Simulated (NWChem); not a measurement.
System: GaCl$_{2}$F; SMILES [F][Ga]([Cl])[Cl]

The following NWChem deck was run.

```
start job
memory heap 200 mb stack 900 mb global 1100 mb
geometry units angstroms noautoz
  Ga     0.000000     0.000000     0.261702
  F      0.000000     0.000000     1.997480
  Cl    -1.859060     0.000000    -0.744637
  Cl     1.859060     0.000000    -0.744637
end
basis spherical
  * library 6-31g*
end
dft
  xc xpbe96 cpbe96
  iterations 150
  mulliken
end
task dft energy
```

Output (shortened):

```
             Northwest Computational Chemistry Package (NWChem) 7.3.0
             --------------------------------------------------------

 C2V symmetry detected

                             Geometry "geometry" -> ""
                             -------------------------

 Output coordinates in angstroms (scale by  1.889725989 to convert to a.u.)

  No.       Tag          Charge          X              Y              Z
 ---- ---------------- ---------- -------------- -------------- --------------
    1 Ga                  31.0000     0.00000000     0.00000000     0.25126384
    2 F                    9.0000     0.00000000     0.00000000     1.98704184
    3 Cl                  17.0000    -1.85906000     0.00000000    -0.75507516
    4 Cl                  17.0000     1.85906000     0.00000000    -0.75507516

 Effective nuclear repulsion energy (a.u.)     438.9096995546

      Symmetry information
      --------------------

 Group name             C2v
 Group number             16
 Group order               4
 No. of unique centers     3

  pbe96 is a nonlocal functional; adding pw91lda local functional.

                                 NWChem DFT Module
                                 -----------------

 Summary of "ao basis" -> "ao basis" (spherical)
 ------------------------------------------------------------------------------
       Tag                 Description            Shells   Functions and Types
 ---------------- ------------------------------  ------  ---------------------
 Ga                          6-31g*                 12       32   5s4p3d
 F                           6-31g*                  6       14   3s2p1d
 Cl                          6-31g*                  8       18   4s3p1d

      Symmetry analysis of basis
      --------------------------

        a1         35
        a2          9
        b1         23
        b2         15

            General Information
            -------------------
          SCF calculation type: DFT
          Wavefunction type:  closed shell.
          No. of atoms     :     4
          No. of electrons :    74
           Alpha electrons :    37
            Beta electrons :    37
          Charge           :     0
          Spin multiplicity:     1
          Use of symmetry is: on ; symmetry adaption is: on
          Maximum number of iterations: 150
          AO basis - number of functions:    82
                     number of shells:    34
          Convergence on energy requested:  1.00D-06
          Convergence on density requested:  1.00D-05
          Convergence on gradient requested:  5.00D-04

              XC Information
              --------------
          PerdewBurkeErnzerhof Exchange Functional  1.000
            Perdew 1991 LDA Correlation Functional  1.000 local
           PerdewBurkeErnz. Correlation Functional  1.000 non-local

             Grid Information
             ----------------
          Grid used for XC integration:  medium
          Radial quadrature: Mura-Knowles
          Angular quadrature: Lebedev.
          Tag              B.-S. Rad. Rad. Pts. Rad. Cut. Ang. Pts.
          ---              ---------- --------- --------- ---------
          Ga                  1.30      112           8.0       590
          F                   0.50       49           9.0       434
          Cl                  1.00       88          10.0       590
          Grid pruning is: on
          Number of quadrature shells:   249
          Spatial weights used:  Erf1

      Superposition of Atomic Density Guess
      -------------------------------------

 Sum of atomic energies:       -2941.21889577

      Non-variational initial energy
      ------------------------------

 Total energy =   -2941.649899
 1-e energy   =   -4969.234494
 2-e energy   =    1588.674895
 HOMO         =      -0.447296
 LUMO         =      -0.059146

      Symmetry analysis of molecular orbitals - initial
      -------------------------------------------------

  Numbering of irreducible representations:

     1 a1          2 a2          3 b1          4 b2

  Orbital symmetries:

     1 a1          2 a1          3 b1          4 a1          5 b1
     6 a1          7 b2          8 a1          9 a1         10 b1
    11 a1         12 b1         13 b2         14 a1         15 b1
    16 a2         17 a1         18 b1         19 a1         20 b2
    21 a1         22 a1         23 b1         24 b2         25 a1
    26 a2         27 a1         28 b1         29 a1         30 b1
    31 b2         32 a1         33 b1         34 b2         35 a1
    36 a2         37 b1         38 a1         39 b2         40 a1
    41 b1         42 a1         43 b2         44 a1         45 b1
    46 a1         47 b1

     ---------------------------------------------
      Total Density - Mulliken Population Analysis
     ---------------------------------------------

    Atom       Charge   Shell Charges
 -----------   ------   -------------------------------------------------------
    1 Ga  31    29.60   2.00  2.00  6.00  2.00  5.99  0.75  0.66  0.02  0.03  6.86  2.97  0.32
    2 F    9     9.73   2.00  0.95  3.50  1.03  2.25  0.01
    3 Cl  17    17.33   2.00  2.00  5.98  1.38  3.69  0.53  1.74  0.01
    4 Cl  17    17.33   2.00  2.00  5.98  1.38  3.69  0.53  1.74  0.01

   convergence    iter        energy       DeltaE   RMS-Dens  Diis-err
 ---------------- ----- ----------------- --------- --------- ---------
 d= 0,ls=0.0,diis     1  -2944.0412726183 -3.38D+03  3.41D-02  8.97D-01
 d= 0,ls=0.0,diis     2  -2943.4144291196  6.27D-01  2.15D-02  7.69D+00
 d= 0,ls=0.0,diis     3  -2944.1344052855 -7.20D-01  8.34D-03  1.63D-01
 d= 0,ls=0.0,diis     4  -2944.1473426880 -1.29D-02  3.59D-03  6.85D-02
 d= 0,ls=0.0,diis     5  -2944.1572714947 -9.93D-03  4.10D-04  8.64D-03
  Resetting Diis
 d= 0,ls=0.0,diis     6  -2944.1576850470 -4.14D-04  9.78D-05  9.12D-05
 d= 0,ls=0.0,diis     7  -2944.1576921039 -7.06D-06  6.29D-05  5.01D-06
 d= 0,ls=0.0,diis     8  -2944.1576907237  1.38D-06  3.76D-05  1.98D-05
 d= 0,ls=0.0,diis     9  -2944.1576927296 -2.01D-06  8.27D-06  9.11D-07
 d= 0,ls=0.0,diis    10  -2944.1576928169 -8.72D-08  1.11D-06  1.66D-08

         Total DFT energy =    -2944.157692816872
      One electron energy =    -4967.440875594067
           Coulomb energy =     1725.677817743174
    Exchange-Corr. energy =     -141.304334520561
 Nuclear repulsion energy =      438.909699554582

 Numeric. integr. density =       73.999994684200

                  Occupations of the irreducible representations
                  ----------------------------------------------

                     irrep           alpha         beta
                     --------     --------     --------
                     a1               17.0         17.0
                     a2                3.0          3.0
                     b1               11.0         11.0
                     b2                6.0          6.0

                       DFT Final Molecular Orbital Analysis
                       ------------------------------------

 Vector   35  Occ=2.000000D+00  E=-3.123241D-01  Symmetry=a1
              MO Center=  9.7D-15,  4.7D-15, -6.0D-01, r^2= 4.6D+00
   Bfn.  Coefficient  Atom+Function         Bfn.  Coefficient  Atom+Function
  ----- ------------  ---------------      ----- ------------  ---------------
    55      0.470864  3 Cl pz                73      0.470864  4 Cl pz
    59      0.232124  3 Cl pz                77      0.232124  4 Cl pz
    51     -0.184539  3 Cl pz                69     -0.184539  4 Cl pz
    37      0.158073  2 F  pz                53     -0.151437  3 Cl px
    71      0.151437  4 Cl px                41      0.095519  2 F  pz

 Vector   36  Occ=2.000000D+00  E=-3.089801D-01  Symmetry=a2
              MO Center= -7.9D-14,  5.9D-16, -7.3D-01, r^2= 4.5D+00
   Bfn.  Coefficient  Atom+Function         Bfn.  Coefficient  Atom+Function
  ----- ------------  ---------------      ----- ------------  ---------------
    54      0.516094  3 Cl py                72     -0.516094  4 Cl py
    58      0.275135  3 Cl py                76     -0.275135  4 Cl py
    50     -0.202456  3 Cl py                68      0.202456  4 Cl py
    18      0.066073  1 Ga d -2              28     -0.050240  1 Ga d -2
    23      0.029125  1 Ga d -2

 Vector   37  Occ=2.000000D+00  E=-3.012231D-01  Symmetry=b1
              MO Center= -1.1D-14,  1.4D-19, -6.5D-01, r^2= 4.7D+00
   Bfn.  Coefficient  Atom+Function         Bfn.  Coefficient  Atom+Function
  ----- ------------  ---------------      ----- ------------  ---------------
    55      0.422962  3 Cl pz                73     -0.422962  4 Cl pz
    53     -0.300911  3 Cl px                71     -0.300911  4 Cl px
    59      0.227105  3 Cl pz                77     -0.227105  4 Cl pz
    51     -0.165167  3 Cl pz                69      0.165167  4 Cl pz
    57     -0.152810  3 Cl px                75     -0.152810  4 Cl px

 Vector   38  Occ=0.000000D+00  E=-1.156232D-01  Symmetry=a1
              MO Center= -1.2D-14, -1.5D-14,  4.2D-02, r^2= 4.1D+00
   Bfn.  Coefficient  Atom+Function         Bfn.  Coefficient  Atom+Function
  ----- ------------  ---------------      ----- ------------  ---------------
    10      0.898908  1 Ga s                 14     -0.537445  1 Ga s
    53      0.313078  3 Cl px                71     -0.313078  4 Cl px
    57      0.294649  3 Cl px                75     -0.294649  4 Cl px
     6     -0.261829  1 Ga s                 56      0.257762  3 Cl s
    74      0.257762  4 Cl s                 37     -0.226651  2 F  pz

[...]
```

Level: PBE/6-31G* (spherical d). Structure relaxed at the PBE0/def2-SVP level.
